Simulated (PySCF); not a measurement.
SnH3F, SMILES [F][SnH3].

Geometry optimised at B3LYP-D3(BJ)/def2-TZVP. The def2 effective core potentials stand for the cores of Sn; spin–orbit coupling is left out.

Computed with B3LYP-D3(BJ)/def2-TZVP in PySCF.

Frequencies are harmonic and unscaled.

Modes within 1.5 cm⁻¹ of each other (mostly degenerate sets) share a row, with their intensities summed.

Computed normal modes with their intensities:
| mode | ν (cm⁻¹) | IR (km/mol) | Raman (Å⁴/amu) | depolarisation | moving atoms (share of kinetic energy) |
|---|---|---|---|---|---|
| 1–2 | 503 | 70.3 | 38.1 | 0.75 | H 92 % |
| 3 | 595 | 111.9 | 3.5 | 0.25 | F 83 %, Sn 15 % |
| 4–5 | 694 | 179.8 | 47.1 | 0.75 | H 99 % |
| 6 | 706 | 93.2 | 7.4 | 0.69 | H 96 % |
| 7 | 1945 | 22.5 | 385.0 | 0.05 | H 100 % |
| 8–9 | 1956 | 330.3 | 186.4 | 0.75 | H 99 % |
